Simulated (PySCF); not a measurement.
## Exercise with solution: entropy of an ideal gas

ZnHF, SMILES [F][ZnH].

Geometry optimised at PBE0-D3(BJ)/def2-TZVP.

PBE0-D3(BJ)/def2-TZVP (PySCF) gives the harmonic wavenumbers 474, 474, 661, 2010 cm⁻¹ and the rotational temperature 0.4984 K. The molar mass is 85.39 g/mol, the symmetry number 1, the spin multiplicity 1.

Problem. Work out the entropy at 298.15 K and 1 atm in the rigid-rotor, harmonic-oscillator model.

Solution. 
Translation (Sackur–Tetrode at 1 atm): S = R[1.5 ln M + 2.5 ln T − 1.16487] = 164.2 J/(mol K).
Rotation: q = T/(σ θ) = 598, S = R[ln q + 1] = 61.5 J/(mol K).
Vibration: with u = 1.4388 ν/T, each mode gives R[u/(e^u − 1) − ln(1 − e^−u)]:
```
ν (cm⁻¹)  modes     u  S (J/(mol K))
--------  -----  ----  -------------
474           2  2.29           6.08
661           1  3.19           1.49
2010          1  9.70           0.01
```
These are all the modes. Sum 7.6 J/(mol K).
Spin: R ln 1 = 0.0 J/(mol K).
Total 233.3 J/(mol K); the program's own thermochemistry gives 233.3. Translation makes up 70 % and vibration 3 %. Anharmonicity, hindered rotation and orbital degeneracy are left out.
